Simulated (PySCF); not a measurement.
Bond stretch in BF, singlet.

- RKS-BP86/6-31G* = restricted BP86/6-31G*, spherical d run with PySCF
- UCCSD(T) = CCSD(T) on UHF/cc-pVTZ, 2 core orbitals frozen (PySCF)

Energies relative to the lowest point of each curve near equilibrium, in eV:

```json
[
 {"R / Å": "0.94", "RKS-BP86/6-31G*": "6.856"},
 {"R / Å": "1.00", "RKS-BP86/6-31G*": "3.948"},
 {"R / Å": "1.07", "RKS-BP86/6-31G*": "1.863"},
 {"R / Å": "1.14", "RKS-BP86/6-31G*": "0.712"},
 {"R / Å": "1.40", "RKS-BP86/6-31G*": "0.230"},
 {"R / Å": "1.69", "RKS-BP86/6-31G*": "1.717"},
 {"R / Å": "1.88", "RKS-BP86/6-31G*": "2.765"},
 {"R / Å": "2.27", "RKS-BP86/6-31G*": "4.563"},
 {"R / Å": "2.50", "RKS-BP86/6-31G*": "5.373"},
 {"R / Å": "2.75", "RKS-BP86/6-31G*": "6.070"},
 {"R / Å": "3.41", "RKS-BP86/6-31G*": "7.227"},
 {"R / Å": "4.44", "RKS-BP86/6-31G*": "7.885"}
]
```

**Question.** What does UCCSD(T) give at the same points?

**Answer.** 0.94: 6.464; 1.00: 3.661; 1.07: 1.669; 1.14: 0.592; 1.40: 0.312; 1.69: 1.936; 1.88: 3.039; 2.27: 5.020; 2.50: 5.936; 2.75: 6.731; 3.41: 7.588; 4.44: 7.698 (eV).

The restricted form behind RKS-BP86/6-31G* keeps the bonding electrons paired and can't separate into open-shell fragments. The unrestricted determinant behind UCCSD(T) is spin-contaminated at 1.48 to 5.03 Å (<S²> up to 1.0, against 0.00 for a pure singlet).
